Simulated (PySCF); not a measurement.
Job file and geometry (Å, from GFN2-xTB) of an NMR shielding run on `NB(CC#CC)OCC`, C6H12BNO, GIAO PBE0/pcSseg-1 NMR shielding, non-relativistic, gas phase in PySCF 2.14.0, density-fitted response routines; density fitting, a coarse starting grid and PySCF grid level 2 are the driver's defaults:

```
$ OMP_NUM_THREADS=1 python probes_run.py task.json out

{"job": {"kind": "nmr", "xc": "PBE0", "basis": "pcSseg-1"}, "charge": 0, "multiplicity": 1}
C      4.100165     0.897580    -1.119488
C      2.985534     0.116942    -0.618576
C      2.071751    -0.542428    -0.209428
C      0.937841    -1.307771     0.274729
B     -0.340200    -0.346052     0.434085
N     -0.401932     0.530092     1.529388
O     -1.283478    -0.428126    -0.535679
C     -2.438660     0.372315    -0.599180
C     -3.546395    -0.145313     0.314939
H      4.196984     0.760538    -2.196768
H      3.939532     1.956485    -0.913997
H      5.028669     0.583123    -0.641989
H      1.211206    -1.767920     1.227655
H      0.732795    -2.108273    -0.437913
H      0.348154     0.614399     2.190603
H     -1.128089     1.209239     1.675308
H     -2.198370     1.414033    -0.345624
H     -2.776554     0.343693    -1.641343
H     -3.209891    -0.151869     1.348807
H     -4.426280     0.487461     0.228380
H     -3.811702    -1.161799     0.035619
```

Task: What does the program print?

Result: 
```
coarse grid: 17192 points
cycle   1  E = -390.0348913737  dE =  1.114e+00  |g| = 7.403e-01  |ddm| = 4.362e+00
cycle   2  E = -389.9735457539  dE =  6.135e-02  |g| = 9.594e-01  |ddm| = 1.664e+00
cycle   3  E = -390.1501017040  dE = -1.766e-01  |g| = 1.465e-01  |ddm| = 1.014e+00
cycle   4  E = -390.1538679945  dE = -3.766e-03  |g| = 4.124e-02  |ddm| = 1.413e-01
cycle   5  E = -390.1541727381  dE = -3.047e-04  |g| = 1.591e-02  |ddm| = 3.837e-02
cycle   6  E = -390.1542217164  dE = -4.898e-05  |g| = 6.269e-03  |ddm| = 1.525e-02
cycle   7  E = -390.1542300553  dE = -8.339e-06  |g| = 2.280e-03  |ddm| = 5.649e-03
final grid: 165120 points
cycle   8  E = -390.2148064329  dE = -4.271e-05  |g| = 1.405e-02  |ddm| = 5.042e-02
cycle   9  E = -390.2147534502  dE =  5.298e-05  |g| = 2.158e-02  |ddm| = 2.257e-02
cycle  10  E = -390.2148452206  dE = -9.177e-05  |g| = 3.065e-03  |ddm| = 1.461e-02
cycle  11  E = -390.2148473770  dE = -2.156e-06  |g| = 6.277e-04  |ddm| = 2.563e-03
cycle  12  E = -390.2148474632  dE = -8.629e-08  |g| = 2.015e-04  |ddm| = 6.492e-04
cycle  13  E = -390.2148474718  dE = -8.529e-09  |g| = 4.086e-05  |ddm| = 1.663e-04
cycle  14  E = -390.2148474721  dE = -3.611e-10  |g| = 1.155e-05  |ddm| = 5.143e-05
converged SCF energy = -390.2148474721

GIAO shielding tensors (ppm)
atom      isotropic    diamagn.    paramagn.     s11        s22        s33       span
  0 C      181.798     253.919     -72.120    174.411    174.774    196.210     21.799
  1 C      108.418     270.726    -162.308     23.451     30.207    271.596    248.145
  2 C      101.876     263.958    -162.083     11.757     18.876    274.994    263.237
  3 C      177.900     255.731     -77.831    169.992    179.004    184.703     14.712
  4 B       73.158     196.644    -123.486     51.744     70.599     97.132     45.388
  5 N      197.287     321.250    -123.962    138.523    218.051    235.287     96.764
  6 O      212.438     397.637    -185.199    118.425    188.511    330.379    211.954
  7 C      123.945     242.794    -118.849     91.905    113.343    166.586     74.682
  8 C      168.040     248.295     -80.255    148.678    169.769    185.674     36.995
  9 H       29.777      29.144       0.633     24.538     28.084     36.709     12.170
 10 H       29.855      32.367      -2.512     24.438     28.662     36.465     12.027
 11 H       29.810      26.081       3.729     24.550     27.950     36.929     12.380
 12 H       30.218      30.682      -0.465     26.076     28.730     35.847      9.770
 13 H       30.087      31.423      -1.336     25.461     29.001     35.799     10.338
 14 H       28.918      33.901      -4.982     23.087     27.351     36.316     13.229
 15 H       29.256      34.127      -4.871     22.900     27.749     37.120     14.220
 16 H       27.753      32.420      -4.667     23.763     27.859     31.636      7.872
 17 H       27.468      29.764      -2.297     22.164     27.459     32.779     10.615
 18 H       30.357      30.490      -0.134     25.505     31.326     34.239      8.734
 19 H       30.867      26.622       4.245     27.011     27.622     37.967     10.957
 20 H       30.338      28.514       1.824     26.748     28.268     35.999      9.251
```

Size and cost of the density-fitted run: 213 basis functions, 41 s wall time on 1 thread of an Arm Neoverse V1, shared host; peak memory 0.95 GiB.
